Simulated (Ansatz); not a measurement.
Ansatz (a program for electronic structure) input (B3LYP/6-31G* with LANL2DZ past Ar): The .json file joins the Basis Set Exchange's 6-31G* for atoms up to Ar and LANL2DZ past it.

Ansatz 0.2 input:
```yaml
crystal:
  periodic: [false, false, false]
  atoms:
    - {symbol: Al, position_ang: [-0.00000000, -0.00000000, -1.70357200]}
    - {symbol: Br, position_ang: [0.00000000, 0.00000000, 0.63275500]}
basis:
  gaussian:
    orbitals: 6-31Gs+LANL2DZ.json
hamiltonian:
  xc: {name: B3LYP}
relax: {f_tol: 0.003, max_steps: 120}
```

Output:

```
Functional definition: B3LYP
integrals: 0.01 GiB planned
308 factors; integrals over basis functions are off by at most 3.6e-4 eV
mean field: 0.07 GiB planned
mean field evaluation 1: about -6956.1975 eV, gradient 1.0e1 eV
mean field evaluation 2: about -6955.7545 eV, gradient 1.5e1 eV
mean field evaluation 4: about -6956.6919 eV, gradient 9.2e-2 eV
mean field evaluation 8: about -6956.6939 eV, gradient 4.1e-4 eV
mean field -6956.69390547 eV, -255.6537856095 hartree, gradient 1.9e-5 eV, S^2 0.000000; 0 other end points of the search recorded, 0 dependent functions left out
the calculation of the forces begins
reference -6956.69408333 eV, -255.6537921459 hartree; 10, 10 occupied and 17, 17 virtual orbitals, 308 factors
relax step   1: F+E_penalty+E_count = -6956.69390547 eV  Δ(F+E_penalty+E_count) = +0.000e0 eV  max|allowed force component| = 3.667e-1 eV/Å  Δτ_max = 0.0000 Å  (20 SCF iters, accepted)
these checks for a lower state are left out or cut short: starts, cluster_reference, orbital_swaps, neighbouring_geometries, increment
integrals: 0.01 GiB planned
308 factors; integrals over basis functions are off by at most 3.4e-4 eV
mean field: 0.07 GiB planned
mean field evaluation 16: about -6956.7005 eV, gradient 1.1e-5 eV
mean field -6956.70048309 eV, -255.6540273328 hartree, gradient 5.1e-5 eV, S^2 0.000000; 0 other end points of the search recorded, 0 dependent functions left out
the calculation of the forces begins
reference -6956.70066124 eV, -255.6540338793 hartree; 10, 10 occupied and 17, 17 virtual orbitals, 308 factors
relax step   2: F+E_penalty+E_count = -6956.70048309 eV  Δ(F+E_penalty+E_count) = -6.578e-3 eV  max|allowed force component| = 5.919e-2 eV/Å  Δτ_max = 0.0157 Å  (20 SCF iters, accepted)
these checks for a lower state are left out or cut short: starts, cluster_reference, orbital_swaps, neighbouring_geometries, increment
integrals: 0.01 GiB planned
308 factors; integrals over basis functions are off by at most 3.4e-4 eV
mean field: 0.07 GiB planned
mean field -6956.70067498 eV, -255.6540343843 hartree, gradient 9.7e-6 eV, S^2 0.000000; 0 other end points of the search recorded, 0 dependent functions left out
the calculation of the forces begins
reference -6956.70085317 eV, -255.6540409329 hartree; 10, 10 occupied and 17, 17 virtual orbitals, 308 factors
relax step   3: F+E_penalty+E_count = -6956.70067498 eV  Δ(F+E_penalty+E_count) = -1.919e-4 eV  max|allowed force component| = 8.835e-4 eV/Å  Δτ_max = 0.0032 Å  (19 SCF iters, accepted)
integrals: 0.01 GiB planned
308 factors; integrals over basis functions are off by at most 3.4e-4 eV
mean field: 0.07 GiB planned
mean field evaluation 32: about -6956.7006 eV, gradient 1.0e-1 eV
mean field -6956.70067498 eV, -255.6540343843 hartree, gradient 9.7e-6 eV, S^2 0.000000; 1 other end points of the search recorded, 0 dependent functions left out
the calculation of the forces begins
reference -6956.70085317 eV, -255.6540409329 hartree; 10, 10 occupied and 17, 17 virtual orbitals, 308 factors
Total energy: -6956.70085317 eV, -255.6540409329 hartree
Atom 0 at    -0.000000    -0.000000    -1.722459 Å, force    -0.000000    -0.000000    -0.000883 eV/Å
Atom 1 at     0.000000     0.000000     0.651642 Å, force     0.000000     0.000000     0.000883 eV/Å
Dipole moment:    -0.000000    -0.000000    -0.492254 e Å
```

The geometry given is a B3LYP-D3(BJ)/def2-TZVP minimum.
